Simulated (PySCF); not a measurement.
C4H10GeO: core ionisation energies

Species: C4H10GeO.
Cartesian coordinates in Å at the PBE0-D3(BJ)/def2-SVP level; atoms count from 1:
```xyz
16
C4H10GeO angstrom
C      3.380   -0.598    0.312
C      2.305    0.142    0.587
C      1.163    0.387   -0.345
C     -0.155   -0.153    0.189
O     -1.184    0.199   -0.696
Ge    -2.842   -0.395   -0.416
H      3.504   -1.083   -0.662
H      4.180   -0.740    1.044
H      2.227    0.608    1.579
H      1.030    1.472   -0.507
H      1.359   -0.063   -1.331
H     -0.076   -1.254    0.305
H     -0.339    0.259    1.203
H     -3.351    0.136    0.942
H     -2.828   -1.938   -0.405
H     -3.658    0.163   -1.587
```

Method used: delta-SCF UKS SCAN, pcX-2 on the ionised atom, pcseg-1 elsewhere, spin-free X2C (PySCF). These are vertical core ionisation energies against the vacuum level, from separate self-consistent calculations with and without the core hole.

Task: List the computed XPS lines with their assignment.

Result: 
```json
{"atom(s)": "C1", "environment": "terminal =CH2 carbon", "level": "C 1s", "binding energy (eV)": "290.14", "above the level's lowest (eV)": "0.00", "count": "1"}
{"atom(s)": "C2", "environment": "alkene CH carbon", "level": "C 1s", "binding energy (eV)": "290.54", "above the level's lowest (eV)": "+0.40", "count": "1"}
{"atom(s)": "C3", "environment": "allylic carbon", "level": "C 1s", "binding energy (eV)": "290.58", "above the level's lowest (eV)": "+0.44", "count": "1"}
{"atom(s)": "C4", "environment": "sp3 carbon bound to oxygen", "level": "C 1s", "binding energy (eV)": "291.95", "above the level's lowest (eV)": "+1.81", "count": "1"}
{"atom(s)": "O5", "environment": "oxygen bonded to C and Ge", "level": "O 1s", "binding energy (eV)": "537.45", "above the level's lowest (eV)": "0.00", "count": "1"}
```

Lowest listed C 1s: C1, bonded to C (double bond) and 2 H. Highest, 1.81 eV above it: C4, bonded to O, C and 2 H. The widest gap between neighbouring values is 1.37 eV, between 290.58 and 291.95 eV. Summing the Pauling electronegativity differences to the bonded atoms, each weighted by its formal bond order, gives -0.70 for the lowest site and +0.19 for the highest; no listed site has a larger sum than the highest. The values 290.54 and 290.58 eV lie too close for their order to be trusted.

Task: Which photon wavelength matches the C 1s of C2 threshold?

Result: λ = hc/E = 12398.42 eV Å / 290.54 eV = 42.674 Å.

Task: Which effective nuclear charge Zeff reproduces each element's mean 1s value in the hydrogen-like formula E = 13.606 eV × Zeff²?

Result: C (Z = 6): mean 290.8 eV, Zeff = 4.62, Z − Zeff = 1.38; O (Z = 8): mean 537.5 eV, Zeff = 6.29, Z − Zeff = 1.71. Means run over the listed sites, weighted by atom count.

No level of germanium is listed. One conformer (not necessarily the lowest) at the PBE0-D3(BJ)/def2-SVP geometry, without solvent, vibrations or thermal averaging.
